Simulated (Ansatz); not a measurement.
Ansatz results at the PBE0-D4/def2-TZVP geometry: size of the dipole moment (ωB97M-V/def2-TZVPP) 2.00 D; HOMO–LUMO gap (PBE/def2-TZVPP) 3.16 eV; LUMO energy (PBE/def2-TZVPP) -2.72 eV.

Each molecule was computed in one conformer, which needn't be the lowest.

Problem. Which molecule gave them?
A. `[SiH]S`
B. `CS[Si]S`
C. `Cl[Si]Br`
D. `S[Si]Br`

Solution. B. The others give `[SiH]S`: 0.75, 2.53, -3.29; `S[Si]Br`: 1.95, 2.82, -3.32; `Cl[Si]Br`: 1.11, 2.84, -3.71.
